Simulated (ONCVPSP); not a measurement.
Nb (Z = 41): ONCV pseudisation with PBEsol, scalar-relativistic reference atom.

```
Element                 : niobium (Nb)
Generator               : ONCVPSP 4.0.1
Type                    : optimised norm-conserving Vanderbilt (ONCV)
Functional              : PBEsol
Relativity              : scalar-relativistic
Frozen core             : [Ar] 3d10
Valence charge          : 13
Reference configuration : 4s2 4p6 4d3 5s2
Partial waves           : 4s+5s: rc 2.05 bohr, ncon 4, nbas 7, qcut 6 1/bohr, 2 projectors; 4p: rc 1.80 bohr, ncon 4, nbas 7, qcut 6.4 1/bohr, 2 projectors, debl 3.9 Ha; 4d: rc 1.80 bohr, ncon 4, nbas 9, qcut 4.7 1/bohr, 2 projectors, debl 2.6 Ha
Local potential         : polynomial inside 1.25 bohr (lpopt 5, dvloc0 4 Ha)
Core correction         : none
```

* Cutoffs needed: 42 Ha and 92 Ha (the cutoffs (Ha) at which the residual kinetic energy of the hardest occupied pseudo-wave falls to 1 and 0.1 mHa per electron)
* Ghost test: ghosts flagged at negative energy: d at -863.0 eV; GHOST(+) flags only above 600 eV; a true bound ghost makes a file unfit for plane-wave use
* Largest excitation error: -9.2 meV (all-electron minus pseudo) for 4s2 4p6 4d4 5s0, out of 4 test configurations
